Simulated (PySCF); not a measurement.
**V (vanadium, neutral) across methods**

[Ar] 3d5, high-spin 6S determinant (an excited configuration). Computed with PySCF 2.14 in aug-cc-pwCVTZ (10s9p7d4f3g, 127 functions), with the non-relativistic Hamiltonian (point nucleus).

```
method  E (hartree)  mean ε 3p α (eV)  mean ε 3p β (eV)  mean ε 3d α (eV)  Σ⟨r²⟩ (bohr²)   ⟨S²⟩
  BLYP     -943.890           -38.522           -35.211            -1.360          39.60  8.750
  PBE0     -943.646           -41.936           -37.215            -2.416          36.77  8.750
   UHF   -942.76417           -51.570           -42.634            -5.267          33.21  8.750
r2SCAN     -943.820           -40.086           -35.587            -1.417          38.32  8.750
   LDA     -941.720           -38.582           -35.269            -1.657          38.48  8.750
```

**Question.** Estimate the same row for PBE.

**Answer.** E (hartree) = -943.632; mean ε 3p α (eV) = -38.693; mean ε 3p β (eV) = -35.204; mean ε 3d α (eV) = -1.517; Σ⟨r²⟩ (bohr²) = 39.28; ⟨S²⟩ = 8.750.
